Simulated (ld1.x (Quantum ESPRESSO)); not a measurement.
## ruthenium (Ru): RRKJ pseudisation with LDA (PZ), scalar-relativistic reference atom.

```json
{
  "Element": "Ru",
  "Generator": "ld1.x (Quantum ESPRESSO) 7.5",
  "Type": "norm-conserving RRKJ (Kleinman–Bylander form)",
  "Functional": "LDA (PZ)",
  "Relativity": "scalar-relativistic",
  "Frozen core": "[Ar] 3d10",
  "Valence charge": "16",
  "Reference configuration": "4s2 4p6 4d7 5s1 5p0",
  "Partial waves": "4s (bound): rc 1.40 bohr; 4p (bound): rc 1.00 bohr; 4d (bound): rc 1.95 bohr",
  "Local potential": "the d channel",
  "Core correction": "a·sin(br)/r model core inside 0.75 bohr",
  "rho0": "0.02"
}
```

Occupied shells without a wave of their own: 5s. They enter only through the test configuration that unscreens the potential, and ld1.x also counts them in the model core charge.

All-electron outer shells of the reference configuration (LDA (PZ), scalar-relativistic, ld1.x):

| shell | level (eV) | outermost node (bohr) | outermost maximum (bohr) |
| --- | --- | --- | --- |
| 3p | -446.91 | 0.16 | 0.36 |
| 3d | -273.50 | – | 0.30 |
| 4s | -76.44 | 0.48 | 0.91 |
| 4p | -46.53 | 0.49 | 0.98 |
| 4d | -5.40 | 0.48 | 1.21 |
| 5s | -4.52 | 1.24 | 2.73 |
| 5p | -1.04 | 1.41 | 3.82 |

**Question.** Does the generator finish with these settings?

**Answer.** Yes, a potential is produced.

**Question.** Estimate the cutoffs (Ry, on a coarse ladder) from which the occupation-weighted sum of valence levels, in a spherical-Bessel basis at the reference potential, stays within 10 and 1 mRy of its value at 400 Ry.

**Answer.** 140 Ry and 160 Ry.

**Question.** What does a ghost test show?

**Answer.** No extra level below or beside the all-electron valence levels (s, p, d, f tested).

**Question.** Which valence shell sets the plane-wave cutoff?

**Answer.** 4p: its level needs 140 Ry to come within 1 mRy, against 60 Ry for 4s.

**Question.** Tests: 4s2 4p6 4d7 5s0 5p0; 4s2 4p6 4d6 5s0 5p0; 4s2 4p6 4d5 5s0 5p0; 4s2 4p6 4d6 5s2 5p0; 4s2 4p6 4d6 5s1 5p0; 4s2 4p6 4d7.5 5s0.5 5p0; 4s1 4p6 4d7 5s1 5p0. Which has the largest error in its energy relative to the reference configuration, and how large is it?

**Answer.** 4s2 4p6 4d5 5s0 5p0, with -489 meV (all-electron minus pseudo) on +56.90 eV.

ld1.x takes every shell without a wave as core, so the model core holds the 5s electrons as well and exchange and correlation see them twice. This cancels in the reference configuration, but the file is broken for other ones, and its errors say nothing about a proper core correction.
